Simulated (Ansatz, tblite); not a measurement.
Isomers of Al₂S₂ (singlet), found by a short tight-binding search and relaxed with PBE0-D4/def2-TZVP in Ansatz.

The xTB rows come from tblite. HSE06 is defined as in plane-wave codes, on full-range PBE exchange. Correlated methods freeze 20 core orbitals.

Run but left out: HF/def2-TZVP (B: restricted singlet, unstable in another Hartree–Fock run and untested here); HF/def2-TZVPP (B: restricted singlet, unstable towards broken spin symmetry).

B: The restricted singlet is unstable towards broken spin symmetry in Hartree–Fock (as tested in another run); at PBE-D4/def2-TZVP, r2SCAN-D4/def2-TZVP, PBE0-D4/def2-TZVP, HSE06-D4/def2-TZVP this wasn't settled. At CCSD(T)/def2-TZVPP the restricted singlet (for correlated methods, its reference) is unstable: a solution with broken spin symmetry lies lower.

Other spin states were run for one of them alone.

A:

| atom | x (Å) | y (Å) | z (Å) |
| --- | --- | --- | --- |
| Al1 | -2.280 | 0.014 | -0.882 |
| Al2 | 0.825 | -0.002 | 0.335 |
| S3 | -1.147 | 0.289 | 1.086 |
| S4 | 2.603 | -0.301 | -0.539 |

B:

Cartesian coordinates in Å:
```
Al 0.098 -1.921 0.278
Al 0.986 1.675 -0.027
S -0.335 -0.015 -1.155
S -0.749 0.262 0.904
```

Task: Estimate which lies lowest at each level, and how far above it the others are (eV).

Result: 
```tsv
level	A	B
GFN1-xTB	0.00	0.04
GFN2-xTB	0.00	1.63
PBE-D4/def2-TZVP	0.00	0.65
r2SCAN-D4/def2-TZVP	0.00	0.94
PBE0-D4/def2-TZVP	0.00	0.73
HSE06-D4/def2-TZVP	0.00	0.73
MP2/def2-TZVPP	0.00	0.92
CCSD/def2-TZVPP	0.00	0.95
CCSD(T)/def2-TZVPP	0.00	0.90
```
Point groups (tolerance 0.1 Å): A Cs, B C2v. Lower isomers may exist.
